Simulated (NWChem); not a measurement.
System: C3H7NSi; SMILES C(N)[SiH2]C#C

The following NWChem deck was run.

```
start job
memory heap 200 mb stack 900 mb global 1100 mb
geometry units angstroms noautosym nocenter noautoz
  C     -0.875492     2.450923    -0.036576
  C     -0.115184     1.501809     0.025525
  Si     0.992702     0.032120     0.110955
  C      0.032643    -1.482063    -0.484576
  N     -1.161173    -1.668695     0.317582
  H     -1.539202     3.295936    -0.088946
  H      2.173738     0.276603    -0.772590
  H      1.451090    -0.133180     1.520461
  H      0.709311    -2.344885    -0.347402
  H     -0.125963    -1.392473    -1.582060
  H     -1.679312    -2.493711     0.022991
  H     -1.790388    -0.874789     0.213205
end
basis spherical
  C library def2-svp
  Si library def2-svp
  N library def2-svp
  H library def2-svp
end
dft
  xc b3lyp
  iterations 150
end
cosmo
  do_cosmo_smd true
  solvent cychexon
end
task dft energy
```

Output (shortened):

```
             Northwest Computational Chemistry Package (NWChem) 7.3.0
             --------------------------------------------------------

                             Geometry "geometry" -> ""
                             -------------------------

 Output coordinates in angstroms (scale by  1.889725989 to convert to a.u.)

  No.       Tag          Charge          X              Y              Z
 ---- ---------------- ---------- -------------- -------------- --------------
    1 C                    6.0000    -0.87549200     2.45092300    -0.03657600
    2 C                    6.0000    -0.11518400     1.50180900     0.02552500
    3 Si                  14.0000     0.99270200     0.03212000     0.11095500
    4 C                    6.0000     0.03264300    -1.48206300    -0.48457600
    5 N                    7.0000    -1.16117300    -1.66869500     0.31758200
    6 H                    1.0000    -1.53920200     3.29593600    -0.08894600
    7 H                    1.0000     2.17373800     0.27660300    -0.77259000
    8 H                    1.0000     1.45109000    -0.13318000     1.52046100
    9 H                    1.0000     0.70931100    -2.34488500    -0.34740200
   10 H                    1.0000    -0.12596300    -1.39247300    -1.58206000
   11 H                    1.0000    -1.67931200    -2.49371100     0.02299100
   12 H                    1.0000    -1.79038800    -0.87478900     0.21320500

 Effective nuclear repulsion energy (a.u.)     200.8596544141

                                 NWChem DFT Module
                                 -----------------

 Summary of "ao basis" -> "ao basis" (spherical)
 ------------------------------------------------------------------------------
       Tag                 Description            Shells   Functions and Types
 ---------------- ------------------------------  ------  ---------------------
 C                          def2-svp                 6       14   3s2p1d
 Si                         def2-svp                 8       18   4s3p1d
 N                          def2-svp                 6       14   3s2p1d
 H                          def2-svp                 3        5   2s1p

 in cosmo_initialize ...
 calling solv_data for solv:cychexon

[...]

                                COSMO-SMD solvation results
                                ---------------------------

             internal energy in gas <Psi(g)|H|Psi(g)> =      -462.505408502833
         internal energy in solvent <Psi(s)|H|Psi(s)> =      -462.504120935956
                               delta internal energy  =         0.001287566877 (    0.81 kcal/mol)
   total free energy in solvent <Psi(s)|H+V/2|Psi(s)> =      -462.514994780006
 polarization energy contribution <Psi(s)|V/2|Psi(s)> =        -0.010873844050 (   -6.82 kcal/mol)
    total free energy in solvent including G(SMD-CDS) =      -462.510222522664
                       G(SMD-CDS) energy contribution =         0.004772257342 (    2.99 kcal/mol)
     1 M fixed-concentration free energy of solvation =        -0.004814019832 (   -3.02 kcal/mol)

                       DFT Final Molecular Orbital Analysis
                       ------------------------------------

 Vector   21  Occ=2.000000D+00  E=-2.943692D-01
              MO Center= -1.8D-01,  1.7D+00,  2.8D-02, r^2= 2.6D+00
   Bfn.  Coefficient  Atom+Function         Bfn.  Coefficient  Atom+Function
  ----- ------------  ---------------      ----- ------------  ---------------
     6      0.363073   1 C  pz               20      0.346052   2 C  pz
     9      0.220188   1 C  pz               23      0.208420   2 C  pz
    80      0.152456   7 H  s                 4     -0.146452   1 C  px
    18     -0.140281   2 C  px               85     -0.139166   8 H  s
    81      0.122900   7 H  s                86     -0.108608   8 H  s

 Vector   22  Occ=2.000000D+00  E=-2.927194D-01
              MO Center= -3.2D-01,  1.1D+00, -3.1D-02, r^2= 3.8D+00
   Bfn.  Coefficient  Atom+Function         Bfn.  Coefficient  Atom+Function
  ----- ------------  ---------------      ----- ------------  ---------------
     4      0.261559   1 C  px               18      0.232480   2 C  px
    19      0.212708   2 C  py               51      0.212409   4 C  py
     5      0.211014   1 C  py                6      0.165946   1 C  pz
     7      0.154258   1 C  px               20      0.154846   2 C  pz
    22      0.143486   2 C  py                8      0.133249   1 C  py

 Vector   23  Occ=2.000000D+00  E=-2.377222D-01
              MO Center= -8.3D-01, -1.5D+00,  2.1D-01, r^2= 1.9D+00
   Bfn.  Coefficient  Atom+Function         Bfn.  Coefficient  Atom+Function
  ----- ------------  ---------------      ----- ------------  ---------------
    66      0.486891   5 N  pz               69     -0.398463   5 N  pz
    63     -0.292796   5 N  s                95     -0.219896  10 H  s
    32     -0.170202   3 Si s                52      0.170241   4 C  pz
    49      0.163840   4 C  s                96     -0.162182  10 H  s
    64      0.159789   5 N  px               62     -0.144774   5 N  s

 Vector   24  Occ=0.000000D+00  E=-5.959589D-03
              MO Center= -4.3D-02,  1.3D+00,  7.5D-03, r^2= 4.3D+00
   Bfn.  Coefficient  Atom+Function         Bfn.  Coefficient  Atom+Function
  ----- ------------  ---------------      ----- ------------  ---------------
    49      0.693884   4 C  s                40      0.477298   3 Si py
     7     -0.422362   1 C  px               39      0.401275   3 Si px
    81     -0.346915   7 H  s                 8     -0.312045   1 C  py
    22      0.304974   2 C  py                4     -0.290861   1 C  px
    21      0.280524   2 C  px                5     -0.238784   1 C  py

[...]
```

Level: B3LYP/def2-SVP, SMD on the gas-phase geometry. All runs use the structure optimised with PBE0/def2-SVP. No frequency run checked for a minimum. Solvent: cyclohexanone.
